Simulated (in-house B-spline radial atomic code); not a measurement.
As²⁺: [Ne] 3s2 3p5 3d10 4s2 4p2 (an excited or competing configuration)

Computed with an all-electron radial atomic-structure program (B-spline basis): non-relativistic CAM-B3LYP, spin-polarised, spherical fractional occupations, exact exchange averaged over the configuration, point nucleus.

Effective charges: Z_r = [3n² - l(l+1)]/(2<r>) from the radius, Z_e = n√(-2ε) from the energy, and Slater's rules. Values are occupation-weighted means over spin.

```json
{"shell": "1s", "electrons": "2", "ε (eV)": "-11630", "<r> (bohr)": "0.04637", "Z_r": "32.35", "Z_e": "29.24", "Slater": "32.70"}
{"shell": "2s", "electrons": "2", "ε (eV)": "-1503.6", "<r> (bohr)": "0.2065", "Z_r": "29.06", "Z_e": "21.02", "Slater": "28.85"}
{"shell": "2p", "electrons": "6", "ε (eV)": "-1348.5", "<r> (bohr)": "0.1787", "Z_r": "27.98", "Z_e": "19.91", "Slater": "28.85"}
{"shell": "3s", "electrons": "2", "ε (eV)": "-226.51", "<r> (bohr)": "0.6035", "Z_r": "22.37", "Z_e": "12.24", "Slater": "22.10"}
{"shell": "3p", "electrons": "5", "ε (eV)": "-174.22", "<r> (bohr)": "0.6137", "Z_r": "20.37", "Z_e": "10.74", "Slater": "22.10"}
{"shell": "3d", "electrons": "10", "ε (eV)": "-80.505", "<r> (bohr)": "0.646", "Z_r": "16.25", "Z_e": "7.30", "Slater": "12.85"}
{"shell": "4s", "electrons": "2", "ε (eV)": "-39.179", "<r> (bohr)": "1.76", "Z_r": "13.63", "Z_e": "6.79", "Slater": "7.50"}
{"shell": "4p", "electrons": "2", "ε (eV)": "-28.836", "<r> (bohr)": "2.013", "Z_r": "11.42", "Z_e": "5.82", "Slater": "7.50"}
```

The least bound orbital is 4p up at -28.84 eV, and it is also the most diffuse (<r> = 2.013 bohr). The part-filled 3p shell lies below the filled 4s shell in orbital energy.
